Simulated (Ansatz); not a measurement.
Ansatz (a program for electronic structure) input (CCSD(T)/STO-3G):

Ansatz 0.2 input:
```yaml
crystal:
  periodic: [false, false, false]
  atoms:
    - {symbol: Si, position_ang: [-0.03381757, -0.02551854, -0.01861664]}
    - {symbol: F, position_ang: [0.08989697, -0.32540109, -1.60244192]}
    - {symbol: C, position_ang: [-1.56995693, -0.85099520, 0.56488815]}
    - {symbol: C, position_ang: [1.48516638, -0.72612650, 0.80934686]}
    - {symbol: C, position_ang: [-0.11806334, 1.82565980, 0.20317054]}
    - {symbol: H, position_ang: [-2.21056671, -1.43229807, -0.08900380]}
    - {symbol: H, position_ang: [-1.90942884, -0.79752153, 1.59420880]}
    - {symbol: H, position_ang: [1.57725949, -1.79742714, 0.62313560]}
    - {symbol: H, position_ang: [1.43779574, -0.57562291, 1.89061267]}
    - {symbol: H, position_ang: [2.38859666, -0.23530530, 0.44017283]}
    - {symbol: H, position_ang: [-0.23264197, 2.08146058, 1.25935845]}
    - {symbol: H, position_ang: [-0.96475990, 2.24997966, -0.33894251]}
    - {symbol: H, position_ang: [0.79524216, 2.30137561, -0.16136491]}
basis:
  gaussian:
    orbitals: STO-3G
magnetization: {spin_polarized: true, initial_magnetization: 1}
correlation: {method: ccsd_t, electrons: outside_noble_gas}
```

End of the output:

```
integrals: 0.01 GiB planned
485 factors; integrals over basis functions are off by at most 3.8e-5 eV
0.11 GiB of device memory are held for the factors and their scratch space
mean field: 0.13 GiB planned
mean field evaluation 1: about -13618.1701 eV, gradient 1.5e1 eV
mean field evaluation 2: about -13618.3039 eV, gradient 1.5e1 eV
mean field evaluation 4: about -13620.3698 eV, gradient 1.3e0 eV
mean field evaluation 8: about -13620.3965 eV, gradient 3.1e-5 eV
mean field evaluation 16: about -13620.2365 eV, gradient 1.3e0 eV
mean field -13620.39481890 eV, -500.5402773595 hartree, gradient 7.0e-7 eV, S^2 0.766122; 0 other end points of the search recorded, 0 dependent functions left out
9 core orbitals not correlated
reference -13620.39481890 eV, -500.5402773595 hartree; 16, 15 occupied and 12, 13 virtual orbitals, 485 factors
second order -5.08424613 eV of doubles, -0.00000000 eV of singles
coupled cluster: 0.14 GiB planned
cycle   1  -6.18659282 eV  change    -1.1e0 eV  update   8.3e-2
cycle   2  -6.71043158 eV  change   -5.2e-1 eV  update   3.1e-2
cycle   3  -6.79240008 eV  change   -8.2e-2 eV  update   1.1e-2
cycle   4  -6.80458273 eV  change   -1.2e-2 eV  update   4.6e-3
cycle   5  -6.80672339 eV  change   -2.1e-3 eV  update   1.6e-3
cycle   6  -6.80722873 eV  change   -5.1e-4 eV  update   5.9e-4
cycle   7  -6.80708025 eV  change    1.5e-4 eV  update   1.9e-4
cycle   8  -6.80706967 eV  change    1.1e-5 eV  update   6.1e-5
cycle   9  -6.80708921 eV  change   -2.0e-5 eV  update   2.7e-5
perturbative correction -0.07965431 eV, -0.0029272419 hartree
Total energy: -13627.28156242 eV, -500.7933605157 hartree
```

It need not be the lowest isomer of its formula.
